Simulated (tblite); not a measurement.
Species: C4H9BO.
Bonds: C1–C2 (double), C2–B3, B3–C4, B3–O5, O5–C6. Hydrogens: H7, H8 on C1; H9 on C2; H10, H11, H12 on C4; H13, H14, H15 on C6.

Computed with GFN2-xTB (tblite), gas phase: L-BFGS steps from a force-field or distance-geometry start until the largest atomic force falls under 0.01 eV/Å.

Step 71: E = -501.8151 eV
```
atom  x, y, z in Å  |  force x, y, z in eV/Å
C1      2.6366   -0.2477   -0.1862   -0.013   0.004  -0.032
C2      1.4661   -0.8561   -0.3381    0.002  -0.011   0.021
B3      0.0531   -0.1666   -0.3071    0.014  -0.014   0.019
C4     -0.0999    1.4226   -0.3289   -0.004   0.005   0.000
O5     -0.9693   -1.0276   -0.2305    0.014  -0.016   0.004
C6     -2.3344   -0.7203   -0.1381    0.006   0.013  -0.011
H7      2.7069    0.8195   -0.0467    0.006  -0.008   0.006
H8      3.5774   -0.7782   -0.1937   -0.017   0.001   0.009
H9      1.4771   -1.9335   -0.4606   -0.011  -0.010  -0.010
H10    -0.9540    1.7570   -0.9153    0.006   0.007  -0.004
H11     0.7821    1.9097   -0.7337   -0.022   0.015   0.012
H12    -0.2414    1.7991    0.6839    0.000   0.010  -0.015
H13    -2.5263    0.3514   -0.2098   -0.006   0.025   0.000
H14    -2.8643   -1.2360   -0.9425    0.009  -0.012  -0.016
H15    -2.7140   -1.0853    0.8195    0.017  -0.010   0.017
```

Step 72: E = -501.8154 eV
```
atom  x, y, z in Å  |  force x, y, z in eV/Å
C1      2.6374   -0.2465   -0.1953   -0.017   0.001  -0.020
C2      1.4661   -0.8566   -0.3351    0.003  -0.005   0.015
B3      0.0532   -0.1669   -0.3044    0.018  -0.034   0.027
C4     -0.1007    1.4216   -0.3247    0.002   0.005  -0.003
O5     -0.9693   -1.0282   -0.2291    0.008  -0.014   0.004
C6     -2.3343   -0.7194   -0.1376    0.010   0.014  -0.014
H7      2.7090    0.8219   -0.0644    0.005  -0.016   0.002
H8      3.5778   -0.7775   -0.2012   -0.013   0.002   0.004
H9      1.4767   -1.9351   -0.4492   -0.010  -0.005  -0.008
H10    -0.9389    1.7549   -0.9340    0.002   0.014   0.000
H11     0.7916    1.9091   -0.7049   -0.022   0.026   0.005
H12    -0.2687    1.7967    0.6845   -0.009   0.009  -0.014
H13    -2.5242    0.3529   -0.2074   -0.007   0.022  -0.002
H14    -2.8643   -1.2331   -0.9434    0.012  -0.008  -0.017
H15    -2.7158   -1.0857    0.8185    0.018  -0.011   0.022
```

Step 73: E = -501.8157 eV
```
atom  x, y, z in Å  |  force x, y, z in eV/Å
C1      2.6381   -0.2457   -0.2057   -0.016  -0.008   0.005
C2      1.4658   -0.8571   -0.3311    0.004   0.003   0.002
B3      0.0534   -0.1667   -0.3000    0.015  -0.042   0.028
C4     -0.1017    1.4214   -0.3202    0.007  -0.003  -0.006
O5     -0.9688   -1.0285   -0.2269   -0.002  -0.011   0.002
C6     -2.3339   -0.7187   -0.1374    0.011   0.010  -0.009
H7      2.7118    0.8235   -0.0823    0.001  -0.019  -0.004
H8      3.5778   -0.7774   -0.2101   -0.006  -0.001  -0.004
H9      1.4744   -1.9365   -0.4376   -0.004   0.000  -0.004
H10    -0.9218    1.7538   -0.9538   -0.002   0.016   0.003
H11     0.8009    1.9084   -0.6742   -0.015   0.041  -0.005
H12    -0.2979    1.7963    0.6837   -0.017   0.009  -0.008
H13    -2.5228    0.3541   -0.2048   -0.006   0.014  -0.005
H14    -2.8629   -1.2314   -0.9447    0.015   0.000  -0.015
H15    -2.7168   -1.0873    0.8174    0.016  -0.008   0.021
```

Problem. Estimate the geometry and energy of step 74. (The exact step hangs on the optimiser's Hessian estimate; all steps are aligned on step 73, rigid shifts and turns removed.)

Solution. E = -501.8159 eV, largest force 0.054 eV/Å
```
atom  x, y, z in Å  |  force x, y, z in eV/Å
C1      2.6386   -0.2450   -0.2156   -0.012  -0.014   0.026
C2      1.4657   -0.8579   -0.3269    0.008   0.002  -0.009
B3      0.0538   -0.1677   -0.2954    0.006  -0.029   0.021
C4     -0.1026    1.4206   -0.3161    0.006   0.013   0.000
O5     -0.9686   -1.0293   -0.2251   -0.004  -0.008   0.001
C6     -2.3333   -0.7176   -0.1374    0.006   0.005  -0.001
H7      2.7141    0.8250   -0.0995   -0.005  -0.022  -0.010
H8      3.5783   -0.7766   -0.2189   -0.001  -0.006  -0.013
H9      1.4725   -1.9382   -0.4261    0.004   0.007   0.000
H10    -0.9057    1.7529   -0.9726    0.016   0.007   0.020
H11     0.8097    1.9085   -0.6450   -0.037   0.039   0.001
H12    -0.3268    1.7947    0.6830   -0.013   0.000  -0.035
H13    -2.5211    0.3559   -0.2025   -0.002   0.001  -0.008
H14    -2.8618   -1.2290   -0.9462    0.018   0.009  -0.010
H15    -2.7170   -1.0882    0.8166    0.011  -0.003   0.015
```

The energy changes by -0.0002 eV. The first-order estimate −F·Δx gives -0.0003 eV and the mean of the old and new forces, exact on a quadratic surface, -0.0002 eV. The step makes an angle of 87° with the force vector and moves no atom by more than 0.030 Å.

What follows is the cost of the whole relaxation. Time: 0.45 s of wall time. Hardware: one thread of an Arm Neoverse V1, on a shared host.
